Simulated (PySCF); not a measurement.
C₆ coefficients of unlike pairs at TPSS

Calculated with PySCF 2.14 from the dipole response of each species, C₆(A,B) = (3/π) ∫ α_A(iu) α_B(iu) du, in atomic units, from isotropic polarisabilities. For ions this is the dispersion term alone; charge-induced terms of lower order in 1/R come first.

```json
{"species": "C²⁺", "configuration": "[He] 2s2 (1S)", "basis": "def2-QZVPPD (8s4p4d2f1g)", "relativity": "none", "α (bohr³)": "4.288", "C₆ (like pair)": "6.825"}
{"species": "I²⁺", "configuration": "[Kr] 4d10 5s2 5p3 (4S)", "basis": "aug-cc-pVTZ-PP with one added diffuse shell each of d, f type with ECP28MDF (6s5p5d3f)", "relativity": "core potential", "α (bohr³)": "13.83", "C₆ (like pair)": "93.64"}
{"species": "Si⁺", "configuration": "[Ne] 3s2 3p1 (2P)", "basis": "aug-cc-pVQZ-DK (7s6p4d3f2g)", "relativity": "spin-free X2C", "α (bohr³)": "19.09", "C₆ (like pair)": "102.1"}
```

Problem. Estimate C₆ for I²⁺ with C²⁺.

Solution. The integral gives 25.06. The combination rule 2 C_A C_B / (C_A α_B/α_A + C_B α_A/α_B) gives 25.04 and the geometric mean 25.28.

No spin-orbit coupling is included.

The other pairs:

```json
{"pair": "Si⁺, I²⁺", "C₆": "94.05"}
{"pair": "Si⁺, C²⁺", "C₆": "26.12"}
```
